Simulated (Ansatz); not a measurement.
Species: CH6SSi, charge 0, singlet. CH6SSi (SMILES CS[SiH3]).
B3LYP-D3(BJ)/def2-TZVP minimum from Ansatz (a quantum-chemistry and plane-wave program):
```xyz
9

Si     1.2457    -0.0479     0.5667
S     -0.3579    -0.1594    -0.8394
C     -1.7468     0.3346     0.2501
H      2.4701    -0.4262    -0.1702
H      1.3812     1.3233     1.1151
H      1.0252    -0.9746     1.7034
H     -1.8637    -0.3675     1.0737
H     -2.6460     0.3171    -0.3622
H     -1.5990     1.3416     0.6361
```

Total energies in hartree (Ansatz). Open shells are spin-unrestricted; no spin-orbit coupling. Correlated methods leave the cores frozen. No relativity. Where a partner has so few electrons that a lower coupled-cluster level is exact, that level stands in.

```tsv
species	HF/cc-pV(T+d)Z	CCSD(T)/cc-pV(T+d)Z	HF/cc-pV(Q+d)Z	CCSD(T)/cc-pV(Q+d)Z	CCSD(T)/cc-pV(D+d)Z	CCSDT(Q)/cc-pV(D+d)Z
1: CH6SSi (SMILES CS[SiH3])	-727.89316	-728.45100	-727.90295	-728.49399	-728.30373	-728.30567
2: Si (triplet)	-288.85649	-288.93344	-288.85845	-288.93781	-288.91643	-288.91690
3: S (triplet)	-397.50938	-397.65444	-397.51264	-397.66785	-397.60412	-397.60456
4: C (triplet)	-37.69157	-37.78076	-37.69331	-37.78654	-37.76038	-37.76071
5: H (doublet)	-0.49981	-0.49981	-0.49995	-0.49995	-0.49928	-0.49928
```

Q: Work out the atomisation energy (electronic, to ground-state atoms) in kJ/mol: take Hartree-Fock from cc-pV(Q+d)Z, extrapolate the CCSD(T) correlation energy as X^-3 (X = 3, 4), and add CCSDT(Q) - CCSD(T) in cc-pV(D+d)Z. 1 hartree = 2625.5 kJ/mol.

A: 
Species 1: correlation (64·(-0.59104) - 27·(-0.55784))/37 = -0.61527; step -0.00194; E1 = -727.90295 + (-0.61527) + (-0.00194) = -728.52016
Species 2: correlation (64·(-0.07936) - 27·(-0.07695))/37 = -0.08112; step -0.00047; E2 = -288.85845 + (-0.08112) + (-0.00047) = -288.94004
Species 3: correlation (64·(-0.15521) - 27·(-0.14506))/37 = -0.16262; step -0.00044; E3 = -397.51264 + (-0.16262) + (-0.00044) = -397.67570
Species 4: correlation (64·(-0.09323) - 27·(-0.08919))/37 = -0.09618; step -0.00033; E4 = -37.69331 + (-0.09618) + (-0.00033) = -37.78982
Species 5: correlation (64·(0.00000) - 27·(0.00000))/37 = 0.00000; step +0.00000; E5 = -0.49995 + (0.00000) + (+0.00000) = -0.49995
-1·E1 +1·E2 +1·E3 +1·E4 +6·E5 = 1.11490 hartree = 2927.2 kJ/mol.
